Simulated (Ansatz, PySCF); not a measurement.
Gas-phase reaction (SMILES): O[Si](O)(O)Cl [chloro(trihydroxy)silane] + N (NH3) → N[Si](O)(O)O + Cl (HCl); ammonia cleaves one Si-Cl bond, a model of a ligand-exchange step.

Each molecule is optimised on its own at B3LYP-D3(BJ)/def2-TZVP (Ansatz, a first-principles code), one conformer each, not searched for the lowest. Cores are frozen in the correlated levels unless marked. Spin-orbit coupling is left out. No relativistic terms. CBS(X,Y): correlation extrapolated as X^-3; Hartree-Fock from the larger set. [CCSD(T)-MP2]/basis is that difference in the basis named. Thermal terms are rigid-rotor harmonic-oscillator values from B3LYP-D3(BJ) frequencies (Ansatz or PySCF) at 298.15 K and 1 atm. 1 Eh = 627.5095 kcal/mol.

```csv
species,"E, RI-MP2/CBS(aug-cc-pV(T+d)Z,aug-cc-pV(Q+d)Z)+[CCSD(T)-MP2]/aug-cc-pV(T+d)Z (Ansatz) (Eh)","E, PBE/def2-TZVPD (Ansatz) (Eh)",H - E (Eh),G - E (Eh)
O[Si](O)(O)Cl,-976.40476,-976.94534,0.05273,0.01437
N (NH3),-56.50756,-56.51037,0.03799,0.01614
N[Si](O)(O)O,-572.51850,-572.81018,0.07786,0.03793
Cl (HCl),-460.37874,-460.62833,0.01000,-0.01120
```

Work out ΔE and ΔH, ΔG, ΔS and the equilibrium constant at 298.15 K at the first level, then ΔH at the second.


1. ΔE = [(-572.51850) + (-460.37874)] - [(-976.40476) + (-56.50756)] = 0.01508 Eh = 9.5 kcal/mol at RI-MP2/CBS(aug-cc-pV(T+d)Z,aug-cc-pV(Q+d)Z)+[CCSD(T)-MP2]/aug-cc-pV(T+d)Z.
2. The terms H - E add up to -0.00286 Eh, so ΔH = (0.01508 + (-0.00286))×627.5095 = 7.7 kcal/mol.
3. The terms G - E add up to -0.00378 Eh, so ΔG = 7.1 kcal/mol, and ΔS = (-0.00286 - (-0.00378))×627509.5/298.15 = 1.9 cal/(mol K).
4. log10 K = -ΔG/(RT ln 10) = -5.2, with RT ln 10 = 1.3642 kcal/mol.
5. At PBE/def2-TZVPD the same steps give ΔE = 10.8 and ΔH = 9.0 kcal/mol, a shift of +1.3 from the first level.
6. These values are not checked against measurement here, since the tables used lack a sound gas-phase enthalpy of formation for at least one species.
